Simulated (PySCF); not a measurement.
# Scalar relativity in Ar⁺ (argon, charge +1)

[Ne] 3s2 3p5, 2P determinant; UHF calculated with PySCF 2.14 in dyall-acv3z, once non-relativistic with a point nucleus and once with spin-free X2C-1e and a Gaussian nucleus.

| shell | ε non-rel. (eV) | ε X2C (eV) | rms r non-rel. (bohr, spins averaged) | rms r X2C (bohr, spins averaged) | change of radius (%) |
| --- | --- | --- | --- | --- | --- |
| 1s α | -3242.0 | -3255.0 | 0.09980 | 0.09913 | -0.67 |
| 1s β | -3241.6 | -3254.6 | 0.09980 | 0.09913 | -0.67 |
| 2s α | -349.45 | -351.82 | 0.4483 | 0.4460 | -0.52 |
| 2s β | -349.07 | -351.44 | 0.4483 | 0.4460 | -0.52 |
| 2p α | -274.72 | -274.81 | 0.4174 | 0.4167 | -0.18 |
| 2p β | -274.01 | -274.09 | 0.4174 | 0.4167 | -0.18 |
| 3s α | -48.543 | -48.807 | 1.485 | 1.479 | -0.38 |
| 3s β | -44.729 | -44.991 | 1.485 | 1.479 | -0.38 |
| 3p α | -29.145 | -29.132 | 1.691 | 1.690 | -0.05 |
| 3p β | -27.631 | -27.616 | 1.691 | 1.690 | -0.05 |

The total energy goes from -526.2823 to -528.0979 hartree.

Ionisation energy, Ar⁺ [Ne] 3s2 3p5 (2P) → Ar²⁺ [Ne] 3s2 3p4 (3P) (eV):

```
                                method  non-relativistic  spin-free X2C   shift
                                   UHF            26.369         26.354  -0.015
                         MP2 (valence)            27.388         27.376  -0.012
                     SCS-MP2 (valence)            27.390         27.377  -0.012
                        CCSD (valence)            27.351         27.339  -0.012
                     CCSD(T) (valence)            27.391         27.379  -0.012
                                   LDA            27.828         27.814  -0.014
                                   PBE            27.592         27.578  -0.015
                                  PBE0            27.606         27.591  -0.015
                                r2SCAN            27.666         27.653  -0.012
                                revPBE            27.539         27.525  -0.015
    MP2 (valence and next inner shell)            27.431         27.418  -0.013
SCS-MP2 (valence and next inner shell)            27.423         27.410  -0.013
```

Relativity contracts and stabilises s shells directly. The contracted s shells screen the nucleus better, so for spin-averaged p shells the direct and indirect effects partly cancel.
